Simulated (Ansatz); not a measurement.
One change: `CBC([SiH3])Cl` becomes `[SiH3]C(Cl)Br`.

Ansatz, PBE0-D4/def2-TZVP geometries, multiplicity 1. Each molecule was computed in one conformer, which needn't be the lowest.

Scalar relativity is left out up to krypton.

```json
{"property": "size of the dipole moment (PBE/def2-TZVPP) / D", "`CBC([SiH3])Cl`": "2.00"}
{"property": "HOMO–LUMO gap (PBE/def2-TZVPP) / eV", "`CBC([SiH3])Cl`": "4.31"}
{"property": "HOMO energy (ωB97M-V/def2-TZVPP) / eV", "`CBC([SiH3])Cl`": "-10.11"}
{"property": "size of the dipole moment (ωB97M-V/def2-TZVPP) / D", "`CBC([SiH3])Cl`": "2.05"}
{"property": "LUMO energy (PBE/def2-TZVPP) / eV", "`CBC([SiH3])Cl`": "-2.25"}
{"property": "HOMO energy (PBE0/def2-TZVPP) / eV", "`CBC([SiH3])Cl`": "-7.87"}
```

Q: Give the same properties after the change, and the shifts. (Best estimate.)

A: Ansatz gave: 
```json
{"property": "size of the dipole moment (PBE/def2-TZVPP) / D", "`[SiH3]C(Cl)Br`": "1.36", "shift": "-0.64"}
{"property": "HOMO–LUMO gap (PBE/def2-TZVPP) / eV", "`[SiH3]C(Cl)Br`": "4.80", "shift": "0.49"}
{"property": "HOMO energy (ωB97M-V/def2-TZVPP) / eV", "`[SiH3]C(Cl)Br`": "-10.25", "shift": "-0.14"}
{"property": "size of the dipole moment (ωB97M-V/def2-TZVPP) / D", "`[SiH3]C(Cl)Br`": "1.49", "shift": "-0.56"}
{"property": "LUMO energy (PBE/def2-TZVPP) / eV", "`[SiH3]C(Cl)Br`": "-1.95", "shift": "0.30"}
{"property": "HOMO energy (PBE0/def2-TZVPP) / eV", "`[SiH3]C(Cl)Br`": "-8.03", "shift": "-0.16"}
```

With PBE0 the HOMO falls by 0.16 eV and the LUMO rises by 0.32 eV, so the gap widens by about 0.48 eV. PBE moves the HOMO by -0.18 eV and ωB97M-V by -0.14 eV. Dipoles are sizes alone; their direction can turn.

Spin–orbit coupling is left out; it splits and shifts lone-pair levels of the heavy atoms by tenths of an eV.
